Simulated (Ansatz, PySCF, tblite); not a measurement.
Dissociation curve of SBe, lowest singlet found (which spin is the ground state isn't settled by this scan). Each curve is given relative to its own lowest point between 1.45 and 2.16 Å, where full CI is lowest.

```
R / Å     A     B     C      D
-----  ----  ----  ----  -----
1.45   81.1  94.4  71.1   43.0
1.55   32.8  33.9  26.7    8.4
1.66    7.1   5.8   4.5    0.0
1.75    0.0   0.0   0.0    8.2
1.84    1.2   3.0   3.4   24.9
1.89    4.3   7.0   7.6   36.3
1.98   13.0  16.8  18.0   58.9
2.03   18.9  23.2  24.8   71.7
2.10   28.1  32.7  35.0   88.8
2.16   36.4  41.1  44.2  102.3
```

Energies in mEh.

Problem. Assign the columns to these levels of theory: GFN2-xTB, 300 K electronic temperature (tblite); CCSDT on RHF/cc-pVDZ, frozen core in Ansatz (a first-principles code); restricted Hartree-Fock/STO-3G (PySCF); restricted B3LYP/6-31G*, spherical d (PySCF).

Solution. A is RCCSDT; B is GFN2-xTB; C is RKS-B3LYP/6-31G*; D is RHF/STO-3G.

The scan ran from 1.45 to 6.81 Å; beyond the distances shown full CI changes its symmetry label. The restricted form behind RHF/STO-3G, RKS-B3LYP/6-31G* keeps the bonding electrons paired and can't separate into open-shell fragments. The T1 diagnostic of CCSD on the restricted reference of RCCSDT exceeds 0.045 at 2.16 Å.
